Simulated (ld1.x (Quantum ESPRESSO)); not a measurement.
**u(r) = r·R(r): atom against pseudo-atom (molybdenum)**

Columns: radius, all-electron u(r) and pseudo u(r) of the 4s shell (level -65.71 eV) of molybdenum in the configuration [Ar] 3d10 4s2 4p6 4d5 5s0 5p1; PBE, scalar-relativistic, RRKJ scheme, ld1.x (Quantum ESPRESSO) 7.5.

```csv
r (bohr),all-electron,pseudo
0.090,-0.3653,-0.0814
0.180,0.0035,-0.1655
0.270,0.5148,-0.2553
0.360,0.5625,-0.3534
0.450,0.2774,-0.4617
0.540,-0.1216,-0.5803
0.630,-0.4958,-0.7060
0.720,-0.7844,-0.8309
0.810,-0.9745,-0.9424
0.900,-1.0754,-1.0253
0.990,-1.1045,-1.0669
1.080,-1.0811,-1.0622
1.170,-1.0224,-1.0163
1.260,-0.9428,-0.9418
1.350,-0.8528,-0.8528
1.440,-0.7599,-0.7599
1.530,-0.6691,-0.6691
1.620,-0.5836,-0.5836
1.710,-0.5051,-0.5051
1.800,-0.4343,-0.4343
1.890,-0.3716,-0.3716
1.980,-0.3165,-0.3165
2.070,-0.2685,-0.2685
2.160,-0.2271,-0.2271
2.250,-0.1915,-0.1915
2.340,-0.1611,-0.1611
```

**Question.** How many radial nodes do the two functions have?

**Answer.** The all-electron 4s function has n − l − 1 = 3 (the table is too coarse to show those close to the nucleus); the pseudo-wave has 0, since the states of the same l below it are removed with the core.

**Question.** At about which radius was the pseudo-wave matched?

**Answer.** 1.45 bohr. The columns agree to 0.0005 from 1.35 bohr on; several derivatives are matched, so the curves merge somewhat inside the radius.

**Question.** Is the pseudo-wave norm-conserving?

**Answer.** Yes: the RRKJ scheme keeps the norm inside the radius equal to the all-electron one, which fixes the energy derivative of the logarithmic derivative at the level.
